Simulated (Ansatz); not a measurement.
One change: `O[Si]O[SiH3]` becomes `[SiH]O[SiH3]`.

Ansatz, PBE0-D4/def2-TZVP geometries, multiplicity 1. Each molecule was computed in one conformer, which needn't be the lowest.

| property | `O[Si]O[SiH3]` |
| --- | --- |
| LUMO energy (PBE0/def2-TZVPP) / eV | -1.26 |
| HOMO energy (PBE/def2-TZVPP) / eV | -6.08 |
| LUMO energy (ωB97M-V/def2-TZVPP) / eV | 0.73 |
| HOMO energy (ωB97M-V/def2-TZVPP) / eV | -9.37 |
| size of the dipole moment (B3LYP/def2-TZVPP) / D | 1.51 |
| LUMO energy (PBE/def2-TZVPP) / eV | -2.10 |

**Question.** Give the same properties after the change, and the shifts. (Estimate.)

**Answer.** The calculation gave: 
| property | `[SiH]O[SiH3]` | shift |
| --- | --- | --- |
| LUMO energy (PBE0/def2-TZVPP) / eV | -2.23 | -0.97 |
| HOMO energy (PBE/def2-TZVPP) / eV | -5.47 | 0.61 |
| LUMO energy (ωB97M-V/def2-TZVPP) / eV | -0.23 | -0.96 |
| HOMO energy (ωB97M-V/def2-TZVPP) / eV | -8.67 | 0.70 |
| size of the dipole moment (B3LYP/def2-TZVPP) / D | 0.75 | -0.76 |
| LUMO energy (PBE/def2-TZVPP) / eV | -3.09 | -0.99 |

With PBE0 the HOMO rises by 0.64 eV and the LUMO falls by 0.97 eV, so the gap narrows by about 1.61 eV. PBE moves the HOMO by 0.61 eV and ωB97M-V by 0.70 eV. The zero-point energy changes by -19.9 kJ/mol with -3 modes. Dipoles are sizes alone; their direction can turn.

B3LYP here is the variant with VWN-RPA as its local correlation; programs differ in this.
